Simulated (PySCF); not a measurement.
## Dipole response of Co (cobalt, neutral)

[Ar] 3d9, 2D determinant (an excited configuration). Calculation: PySCF 2.14, in aug-cc-pwCVTZ (10s9p7d4f3g, 127 functions); the non-relativistic Hamiltonian (point nucleus). Coupled (time-dependent) response in atomic units; α is the mean over directions.

| method | mean α (bohr³) | α xx, yy, zz | C₆ (like pair) | S(−4) |
| --- | --- | --- | --- | --- |
| UHF | 26.00 | 19.19, 19.19, 39.60 | 82.38 | 3604 |
| PBE | 78.71 | 59.71, 59.71, 116.7 | 223.8 | 135600 |

S(−4) is the Cauchy moment in α(ω) = α(0) + S(−4) ω² + …

α(iu) at PBE:

| u (hartree) | α(iu) (bohr³) |
| --- | --- |
| 0 | 78.71 |
| 0.0500 | 33.73 |
| 0.100 | 18.06 |
| 0.200 | 9.467 |
| 0.300 | 7.011 |
| 0.500 | 5.191 |
| 0.750 | 4.075 |
| 1.00 | 3.293 |
| 1.50 | 2.229 |
| 2.00 | 1.588 |
| 3.00 | 0.9223 |
| 5.00 | 0.4338 |

A single London oscillator, α(iu) = α/(1 + u²/ω²), gives C₆ = (3/4) ω α². Matching the computed C₆ needs ω = 4 × 223.8 / (3 × 78.71²) = 0.0482 hartree.

The components differ because the open shell of this determinant is not spherical; for a pure term their mean is the scalar polarisability.
